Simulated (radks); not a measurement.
All-electron atom: Nd II in [Xe] 4f3 6s1 6p1 (not the ground configuration). Calculated with a radial shooting solver on a logarithmic mesh with Libxc functionals: scalar-relativistic Kohn-Sham, BLYP, spin-polarised, spherical densities, finite nucleus; open shells are filled with parallel spins first (spin-orbit coupling, left out, can overturn this in heavy ions); Fermi nuclear charge, rms radius 4.9123 fm.

Unscreened Slater integrals over Kohn-Sham orbitals (cm^-1). They are taken over the spin-up orbitals.

\begin{tabular}{lr}
integral & value \\ \hline
F0(6p,6p) & 44183 \\
F2(6p,6p) & 24359 \\
F0(6p,6s) & 48078 \\
G1(6p,6s) & 30432 \\
F0(6p,4f) & 57766 \\
F2(6p,4f) & 8012.1 \\
G2(6p,4f) & 2135.2 \\
G4(6p,4f) & 1935.9 \\
F0(6p,5p) & 55504 \\
F2(6p,5p) & 13508 \\
G0(6p,5p) & 2589.1 \\
G2(6p,5p) & 3497.9 \\
F0(6s,6s) & 53869 \\
F0(6s,4f) & 69478 \\
G3(6s,4f) & 2992.8 \\
F0(6s,5p) & 66164 \\
G1(6s,5p) & 5406.4 \\
F0(4f,4f) & 209220 \\
F2(4f,4f) & 97939 \\
F4(4f,4f) & 61143 \\
F6(4f,4f) & 43900 \\
F0(4f,5p) & 140770 \\
F2(4f,5p) & 51520 \\
G2(4f,5p) & 28815 \\
G4(4f,5p) & 21980 \\
F0(5p,5p) & 119150 \\
F2(5p,5p) & 64223 \\
\end{tabular}

Derived for the open shells (J is the average intra-shell exchange parameter used in DFT+U). 4f: F4/F2 = 0.624, F6/F2 = 0.448, J = (286 F2 + 195 F4 + 250 F6)/6435 = 7911 cm^-1. 6p: J = F2/5 = 4872 cm^-1.
